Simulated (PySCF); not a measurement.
# What a mistake does to a calculation on BCFH3O anion

These are calculations, not measurements. They come from PySCF 2.14.0, an open-source quantum chemistry program, on an isolated molecule that a program drew, which may never have been made. The molecule is BCFH3O anion (charge -1, singlet), drawn as the SMILES string `CB([O-])F`.

Each row is a Hartree-Fock (HF) and frozen-core CCSD(T) single point in the aug-cc-pVDZ basis, meant for a local HF minimum. Run 1 is clean. Each other run has one planted mistake out of seven kinds, and not every kind appears here: one electron removed, one electron added, multiplicity raised by two, geometry at a saddle point, minimal basis STO-3G, one bond length entered in bohr, all coordinates scaled. The reference is restricted for singlets and unrestricted otherwise, and also for a bond in bohr. Adding or removing an electron swaps singlet and doublet. Electrons count all cores. HOMO and LUMO are orbital energies over both spins, the gradient is its largest component, and the lowest frequency (negative if imaginary) is given only where the gradient is small. Bond lengths are over the 6 bonds as drawn. T1 is the CCSD diagnostic: over 0.02 (restricted) or 0.045 (unrestricted) a single reference is doubtful.

Geometry of the clean run:
```xyz
7
BCFH3O anion, angstrom
C     0.4139   -1.0235   -0.1393
B     0.8673   -0.1655    1.1611
O     0.1853    0.6437    1.8554
F     2.2450   -0.4678    1.4403
H    -0.6298   -0.8350   -0.4032
H     1.0380   -0.7829   -1.0096
H     0.5359   -2.1004    0.0349
```

```
run  electrons  basis functions  <S^2>  HOMO (eV)  LUMO (eV)  gradient (hartree/bohr)  lowest frequency (cm^-1)  mean bond (Å)  longest bond (Å)      T1  HF (hartree)  CCSD(T) (hartree)                          mistake
  1         32              119  0.000      -4.94       3.89                  2.5e-05                       116         1.2691             1.622  0.0166    -238.75747         -239.45359                         no fault
  2         32              119  0.000      -5.09       3.86                  4.4e-02                         -         1.3224             1.691  0.0176    -238.74601         -239.45151           all coordinates scaled
  3         32              119  0.850      -2.78       3.50                  3.7e-02                         -         1.4567             2.392  0.0570    -238.53854         -239.22809  one bond length entered in bohr
  4         32              119  2.010       0.87       3.43                  1.0e-01                         -         1.2691             1.622  0.0312    -238.65546         -239.30320       multiplicity raised by two
  5         32               23  0.000       0.89      19.30                  4.2e-02                         -         1.2691             1.622  0.0139    -235.34465         -235.54015                                ?
  6         31              119  0.760     -13.74       0.31                  1.1e-01                         -         1.2691             1.622  0.0247    -238.68790         -239.32629                                ?
```

**Which mistake was planted in run 5, and what did it cost?**

It has 23 basis functions where the clean run has 119, with the same electrons and geometry. So the mistake is: minimal basis STO-3G. Subtracting run 1 and multiplying by 627.51 kcal/mol a hartree, the energy moved by 2141.6 kcal/mol in HF and 2455.7 kcal/mol in CCSD(T).

**Which mistake was planted in run 6, and what did it cost?**

It counts 31 electrons, one fewer than the clean run, at the same geometry and basis. So the mistake is: one electron removed. Subtracting run 1 and multiplying by 627.51 kcal/mol a hartree, the energy moved by 43.7 kcal/mol in HF and 79.9 kcal/mol in CCSD(T).

Cautions from the logs. Run 3: T1 is over the limit, so its CCSD(T) energy is less reliable; run 4: the HOMO is above zero, so the electron isn't bound and the energy depends on the basis; run 5: the HOMO is above zero, so the electron isn't bound and the energy depends on the basis.
